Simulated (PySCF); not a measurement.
# Spin-rotation constants: SMILES CN1CCCN1C(C)(C)C, C$_{8}$H$_{18}$N$_{2}$

Molfile (atoms numbered from 1):
```
C8H18N2
     RDKit          3D

 28 28  0  0  0  0  0  0  0  0999 V2000
    1.6037   -1.6351   -1.0013 C   0  0  0  0  0  0  0  0  0  0  0  0
    0.7598   -1.0739    0.0430 N   0  0  0  0  0  0  0  0  0  0  0  0
    1.4855   -0.8508    1.2861 C   0  0  0  0  0  0  0  0  0  0  0  0
    2.1014    0.5448    1.1328 C   0  0  0  0  0  0  0  0  0  0  0  0
    1.0392    1.2582    0.2871 C   0  0  0  0  0  0  0  0  0  0  0  0
    0.2665    0.2023   -0.3728 N   0  0  0  0  0  0  0  0  0  0  0  0
   -1.1934    0.2936   -0.3039 C   0  0  0  0  0  0  0  0  0  0  0  0
   -1.7541   -0.8265   -1.1869 C   0  0  0  0  0  0  0  0  0  0  0  0
   -1.6166    1.6415   -0.8970 C   0  0  0  0  0  0  0  0  0  0  0  0
   -1.7652    0.1359    1.1143 C   0  0  0  0  0  0  0  0  0  0  0  0
    1.8729   -2.6516   -0.7170 H   0  0  0  0  0  0  0  0  0  0  0  0
    2.5188   -1.0589   -1.1844 H   0  0  0  0  0  0  0  0  0  0  0  0
    1.0268   -1.6680   -1.9221 H   0  0  0  0  0  0  0  0  0  0  0  0
    0.7690   -0.8586    2.1127 H   0  0  0  0  0  0  0  0  0  0  0  0
    2.2227   -1.6350    1.4524 H   0  0  0  0  0  0  0  0  0  0  0  0
    2.2718    1.0366    2.0880 H   0  0  0  0  0  0  0  0  0  0  0  0
    3.0503    0.4859    0.5990 H   0  0  0  0  0  0  0  0  0  0  0  0
    1.4923    1.9024   -0.4727 H   0  0  0  0  0  0  0  0  0  0  0  0
    0.4069    1.8807    0.9265 H   0  0  0  0  0  0  0  0  0  0  0  0
   -2.8406   -0.8002   -1.1795 H   0  0  0  0  0  0  0  0  0  0  0  0
   -1.4199   -1.7911   -0.8172 H   0  0  0  0  0  0  0  0  0  0  0  0
   -1.4066   -0.7033   -2.2091 H   0  0  0  0  0  0  0  0  0  0  0  0
   -2.6898    1.6454   -1.0697 H   0  0  0  0  0  0  0  0  0  0  0  0
   -1.3773    2.4678   -0.2328 H   0  0  0  0  0  0  0  0  0  0  0  0
   -1.1098    1.8021   -1.8449 H   0  0  0  0  0  0  0  0  0  0  0  0
   -1.5545   -0.8625    1.4888 H   0  0  0  0  0  0  0  0  0  0  0  0
   -2.8428    0.2797    1.0966 H   0  0  0  0  0  0  0  0  0  0  0  0
   -1.3379    0.8661    1.7984 H   0  0  0  0  0  0  0  0  0  0  0  0
  1  2  1  0
  2  3  1  0
  3  4  1  0
  4  5  1  0
  5  6  1  0
  6  7  1  0
  7  8  1  0
  7  9  1  0
  7 10  1  0
  6  2  1  0
  1 11  1  0
  1 12  1  0
  1 13  1  0
  3 14  1  0
  3 15  1  0
  4 16  1  0
  4 17  1  0
  5 18  1  0
  5 19  1  0
  8 20  1  0
  8 21  1  0
  8 22  1  0
  9 23  1  0
  9 24  1  0
  9 25  1  0
 10 26  1  0
 10 27  1  0
 10 28  1  0
M  END
```

Theory: GIAO KT3/pcSseg-1 magnetisability, rotational g tensor and spin-rotation constants, non-relativistic, gas phase (PySCF 2.14.0). Geometry: GFN2-xTB.

Q: Give the nuclear spin-rotation constants along the inertial axes (H = +C I·J) beside the isotropic shieldings.

A: Rotational constants 1.9722, 1.1268, 0.9635 GHz. A star marks the isotopologue with that one atom substituted, in its own axes.
```csv
atom,isotope,Caa (kHz),Cbb (kHz),Ccc (kHz),mean (kHz),σ (ppm)
N2,14N,0.141,0.091,0.081,0.104,147.4
N6,14N,0.158,0.103,0.092,0.117,125.2
H11,1H,-0.130,-0.052,-0.057,-0.080,29.4
H12,1H,-0.102,-0.086,-0.033,-0.074,29.1
H13,1H,-0.062,-0.070,-0.072,-0.068,29.3
H14,1H,-0.148,-0.106,0.007,-0.083,29.0
H15,1H,0.020,-0.083,-0.099,-0.054,29.0
H16,1H,-0.203,0.004,-0.079,-0.093,29.9
H17,1H,-0.060,-0.108,-0.040,-0.069,29.2
H18,1H,-0.183,-0.111,0.042,-0.084,28.3
H19,1H,-0.119,-0.025,-0.073,-0.073,28.8
H20,1H,0.032,-0.123,-0.099,-0.063,30.9
H21,1H,-0.110,-0.059,-0.057,-0.075,29.5
H22,1H,-0.224,-0.097,0.011,-0.103,30.6
H23,1H,0.048,-0.128,-0.103,-0.061,30.8
H24,1H,-0.210,0.033,-0.112,-0.096,30.7
H25,1H,-0.209,-0.116,0.019,-0.102,30.6
H26,1H,-0.147,-0.079,-0.044,-0.090,30.6
H27,1H,0.027,-0.133,-0.095,-0.067,31.2
H28,1H,-0.187,0.011,-0.105,-0.094,30.8
C1,13C*,0.375,0.205,0.193,0.258,136.5
C3,13C*,0.399,0.223,0.201,0.274,128.9
C4,13C*,0.302,0.194,0.160,0.219,154.7
C5,13C*,0.375,0.189,0.203,0.256,137.6
C7,13C*,0.349,0.256,0.214,0.273,125.1
C8,13C*,0.360,0.156,0.175,0.230,152.8
```
For the geometry as given, no vibrational averaging.
